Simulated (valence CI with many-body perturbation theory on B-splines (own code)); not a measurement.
**Br22+: electric-dipole lines**

Computed by valence CI with perturbative core correlation (CI+MBPT): three valence electrons over a frozen Dirac-Fock core [Ne], radial functions for each j: 11 s, 11 p, 10 d, 8 f, 5 g, 2 h, with the one-electron correlation potential Σ1, the two-electron term Σ2, the three-electron term Σ3, Breit, model QED; selected CI, second order for the rest, scaled by the run's own slope (own B-spline code, finite nucleus).

No measured levels were compared; by estimate levels of excited configurations hold to 0.05 to 0.15 % of their energy, terms of the ground configuration to about 0.5 %.

Lines 151 to 200 of 575 in falling wavelength, among levels below 3872.1 × 10³ cm⁻¹, chosen from the strongest by gf and those to the six lowest levels. Wavelengths and rates use the calculated energies, so an error of 500 cm⁻¹ moves a line at 171.0 Å by 0.086 % and its rate by three times that or more. Electric multipoles are in the length gauge with retardation, E1 and E2 with the static RPA response of the core. Weak lines are less certain than strong ones. Lines between different terms over intervals too small for the method are left out, as are lines whose strength nearly cancels. The highest levels of a list are the least certain.

Names give the largest LS component (configuration and term), which can be under half, so a name can repeat, a term be missing and a line seem to break the LS rules; names also repeat where a configuration has a term twice. Letters in brackets count levels of one name in rising energy.

| λ vac (Å) | Upper | Lower | A (s⁻¹) | log gf | Branch % |
| --- | --- | --- | --- | --- | --- |
| 171.0 | 3p 3d2 4D°_1/2 [c] | 3s 3d2 4F_3/2 | 2.54e+10 | -0.65 | 18.4 |
| 170.6 | 3p2 3d 4D_5/2 | 3s 3p 3d 4F°_7/2 | 1.12e+10 | -0.53 | 22.9 |
| 170.6 | 3p2 3d 2D_3/2 [c] | 3s 3p 3d 2P°_1/2 [a] | 2.37e+10 | -0.38 | 18.3 |
| 170.2 | 3p2 3d 2D_5/2 [b] | 3s 3p 3d 2F°_7/2 [a] | 2.59e+10 | -0.17 | 42.2 |
| 170.2 | 3p2 3d 2D_5/2 [a] | 3s 3p 3d 4D°_5/2 | 8.43e+09 | -0.66 | 8.7 |
| 170.1 | 3p2 3d 2D_5/2 [a] | 3s 3p 3d 4D°_7/2 | 9.93e+09 | -0.59 | 10.2 |
| 170.1 | 3p2 3d 2D_3/2 [a] | 3s 3p 3d 4D°_5/2 | 8.06e+09 | -0.85 | 7.7 |
| 169.8 | 3p2 3d 2F_5/2 [b] | 3s 3p 3d 2D°_5/2 [a] | 1.09e+10 | -0.55 | 9.3 |
| 169.7 | 3p 3d2 2G°_9/2 [a] | 3p2 3d 2F_7/2 [b] | 8.62e+09 | -0.43 | 13.8 |
| 169.6 | 3p 3d2 2F°_5/2 [d] | 3s 3d2 2G_7/2 | 2.66e+10 | -0.16 | 24.2 |
| 169.5 | 3s 3d2 2D_5/2 | 3s 3p 3d 2P°_3/2 [b] | 9.99e+09 | -0.59 | 7.9 |
| 169.5 | 3p3 2P°_1/2 | 3s 3p2 2D_3/2 | 2.97e+10 | -0.59 | 76.5 |
| 169.2 | 3p2 3d 2D_3/2 [b] | 3s 3p 3d 2F°_5/2 [a] | 2.30e+10 | -0.40 | 39.2 |
| 169.2 | 3p2 3d 4D_7/2 | 3s 3p 3d 4F°_9/2 | 1.18e+10 | -0.39 | 28.8 |
| 169.1 | 3p2 3d 2P_3/2 [a] | 3s 3p 3d 4F°_3/2 | 9.67e+09 | -0.78 | 20.9 |
| 169.1 | 3p 3d2 4D°_3/2 [b] | 3s 3d2 4F_5/2 | 8.67e+09 | -0.83 | 6.4 |
| 169.0 | 3p2 3d 4P_5/2 | 3s 3p 3d 4P°_5/2 | 1.26e+10 | -0.49 | 12.7 |
| 168.5 | 3p 3d2 2P°_3/2 [a] | 3s 3d2 2D_5/2 | 8.39e+09 | -0.85 | 10.4 |
| 168.4 | 3s 3p 3d 4D°_3/2 | 3s 3p2 2D_5/2 | 8.52e+09 | -0.84 | 17.0 |
| 167.9 | 3p 3d2 4G°_7/2 | 3p2 3d 4D_5/2 | 3.60e+09 | -0.92 | 13.0 |
| 167.1 | 3d3 2P_3/2 | 3p 3d2 2P°_3/2 [a] | 1.57e+10 | -0.58 | 11.9 |
| 166.9 | 3s 3p 3d 2F°_5/2 [b] | 3s2 3d 2D_3/2 | 5.18e+10 | 0.11 | 48.9 |
| 166.9 | 3p 3d2 4G°_11/2 | 3p2 3d 2G_9/2 | 3.69e+09 | -0.73 | 11.9 |
| 166.7 | 3s 3d2 2D_3/2 | 3s 3p 3d 2P°_1/2 [b] | 1.37e+10 | -0.64 | 10.4 |
| 166.5 | 3p2 3d 4D_1/2 | 3s 3p 3d 4F°_3/2 | 2.38e+10 | -0.70 | 52.6 |
| 166.4 | 3p2 3d 4D_7/2 | 3s 3p 3d 4P°_5/2 | 5.96e+09 | -0.70 | 14.5 |
| 166.4 | 3p3 2D°_5/2 | 3s 3p2 4P_3/2 | 4.88e+07 | -2.92 | 0.6 |
| 166.0 | 3p 3d2 2G°_7/2 [c] | 3s 3d2 2G_9/2 | 4.05e+09 | -0.87 | 3.3 |
| 165.7 | 3p 3d2 2G°_7/2 [a] | 3p2 3d 2D_5/2 [a] | 4.22e+09 | -0.86 | 5.5 |
| 165.7 | 3d3 2D_5/2 [b] | 3p 3d2 2P°_3/2 [b] | 3.64e+10 | -0.05 | 27.0 |
| 165.6 | 3p 3d2 2G°_7/2 [c] | 3s 3d2 2G_7/2 | 1.15e+10 | -0.42 | 9.2 |
| 165.2 | 3d3 2D_3/2 [b] | 3p 3d2 2P°_3/2 [b] | 1.37e+10 | -0.65 | 10.4 |
| 165.2 | 3p3 2D°_3/2 | 3s 3p2 4P_1/2 | 4.79e+09 | -1.11 | 19.4 |
| 165.1 | 3p3 2P°_3/2 | 3s 3p2 2D_5/2 | 1.20e+10 | -0.71 | 22.4 |
| 164.6 | 3p 3d2 4D°_3/2 [b] | 3p2 3d 2S_1/2 | 7.59e+09 | -0.91 | 5.6 |
| 163.9 | 3p 3d2 2F°_7/2 [c] | 3p2 3d 2D_5/2 [c] | 2.27e+10 | -0.14 | 16.4 |
| 163.7 | 3p3 4S°_3/2 | 3s 3p2 4P_3/2 | 2.04e+10 | -0.48 | 36.8 |
| 163.6 | 3p2 3d 4D_3/2 | 3s 3p 3d 4F°_5/2 | 1.31e+10 | -0.68 | 25.7 |
| 163.2 | 3p2 3d 4D_5/2 | 3s 3p 3d 4F°_5/2 | 1.36e+10 | -0.49 | 27.9 |
| 163.1 | 3p2 3d 2F_5/2 [b] | 3s 3p 3d 2D°_3/2 | 1.62e+10 | -0.41 | 13.9 |
| 163.0 | 3p2 3d 2G_9/2 | 3s 3p 3d 4F°_9/2 | 1.04e+10 | -0.38 | 40.8 |
| 162.3 | 3p2 3d 2F_5/2 [b] | 3s 3p 3d 2F°_5/2 [a] | 5.46e+09 | -0.89 | 4.7 |
| 162.1 | 3p2 3d 2P_3/2 [b] | 3s 3p 3d 2D°_5/2 [a] | 7.79e+09 | -0.91 | 10.2 |
| 162.0 | 3s 3p 3d 4F°_3/2 | 3s 3p2 4P_5/2 | 2.96e+07 | -3.33 | 0.8 |
| 161.6 | 3d3 2D_3/2 [b] | 3p 3d2 2P°_1/2 [c] | 3.55e+10 | -0.26 | 27.0 |
| 161.6 | 3p2 3d 2D_5/2 [c] | 3s 3p 3d 2P°_3/2 [a] | 3.43e+10 | -0.09 | 26.7 |
| 161.5 | 3s 3p 3d 4D°_3/2 | 3s 3p2 2D_3/2 | 1.60e+08 | -2.60 | 0.3 |
| 161.4 | 3s 3p 3d 4P°_5/2 | 3s 3p2 2D_3/2 | 2.90e+08 | -2.17 | 0.6 |
| 160.9 | 3d3 2F_5/2 | 3p 3d2 2F°_5/2 [d] | 6.72e+09 | -0.81 | 5.9 |
| 160.9 | 3s 3p 3d 2P°_3/2 [b] | 3s2 3d 2D_5/2 | 3.10e+10 | -0.32 | 25.9 |
